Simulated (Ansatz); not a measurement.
**Match the barriers**

Saddle point of BNH2BrCl, singlet (BNH₂BrCl ([NH2][B]([Cl])[Br]) → BNHCl ([NH][B][Cl]) + HBr; bonds formed: Br2–H4; bonds broken: B1–Br2, N3–H4), PBE0-D4/def2-TZVP structure:

B1  (-0.643, 0.285, -0.497)
Br2  (1.969, 0.924, 0.800)
N3  (-0.277, -0.774, 0.146)
H4  (0.808, -0.332, 0.614)
Cl5  (-1.205, 1.592, -1.356)
H6  (-0.652, -1.695, 0.293)
(Å)

Program: Ansatz 0.2.0. Basis: def2-TZVPP, with def2-QZVPP for the basis limit. Cores are frozen in the correlated methods. Filled d shells of the heavier atoms are correlated. The def2 sets are not built for correlating such inner shells, so the correlated values are less sure here. Extrapolation: Hartree–Fock as exp(−7.88 √X), correlation as X^−2.97. Four methods, as single points on the PBE0-D4 structures, gave these electronic barriers from the start structure: 2.694, 2.921, 3.028, 3.229 eV.

(1) The methods were, in alphabetical order, BHLYP-D4, HF, PBE0-D4, SPW92. Which gave which? (A judgement: the text doesn't fix the answer.)

T1 diagnostic: at most 0.013.

## Answers

(1) By the calculation: SPW92 2.694; PBE0-D4 2.921; BHLYP-D4 3.028; HF 3.229 eV. For comparison, CCSD(T) at an estimated basis limit (MP2 extrapolated from triple and quadruple zeta, plus CCSD(T) − MP2 in triple zeta) gives 3.021 eV.

Labels in which every atom is bracketed show which atoms are joined, not bond orders.

For scale, one of the runs: CCSD(T)/def2-TZVPP, 180 basis functions, launched by `ansatz run in.yaml --threads 4 --pin off --events-out ev --progress --plain --max-ram 9574MiB`. The run took 43 s on 4 CPU threads of an Arm Neoverse V1 (shared host), with 1.8 GiB of host memory at its peak.
